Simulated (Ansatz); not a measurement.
Geometry optimisation, Ansatz, RKS B3LYP-D4/6-31G*.

Input:

```yaml
crystal:
  periodic: [false, false, false]
  atoms:
    - { symbol: Si, position_ang: [0.0, 0.0, 0.0] }
    - { symbol: H, position_ang: [0.0, 0.0, 1.46] }
    - { symbol: Cl, position_ang: [2.0086, 0.0, -0.7093] }
    - { symbol: Cl, position_ang: [-1.0032, 1.7381, -0.7093] }
    - { symbol: Cl, position_ang: [-1.0032, -1.7381, -0.7093] }
basis:
  gaussian: { orbitals: "6-31G*" }
hamiltonian:
  xc: b3lyp
  dispersion: d4
relax:
  f_tol: 0.02
  max_steps: 40
```

Run as:

```bash
$ ansatz run input.yaml --threads 1 --pin off --max-ram 2048MiB --backend cpu --events-out ev --progress --plain --runs-dir out
```

Question: Where does it end, and by what steps?

Answer: It converged. After 3 steps the energy has fallen by 0.159 eV; Cl3 moved furthest, 0.07 Å.

| step | energy less start (eV) | largest force component (eV/Å) | accepted |
| --- | --- | --- | --- |
| 0 | 0.0000 | 1.431 | yes |
| 1 | -0.1555 | 0.351 | yes |
| 2 | -0.1589 | 0.083 | yes |
| 3 | -0.1591 | 0.010 | yes |

```xyz
5
Properties=species:S:1:pos:R:3
Si 0.000 0.000 -0.021
H 0.000 0.000 1.450
Cl 1.938 0.000 -0.699
Cl -0.968 1.678 -0.699
Cl -0.968 -1.678 -0.699
```

Whether the end is a true minimum wasn't checked by a vibrational analysis.

Run time: 16 s on 1 thread of Arm Neoverse V2, with other jobs on the host, peak memory 0.16 GiB.
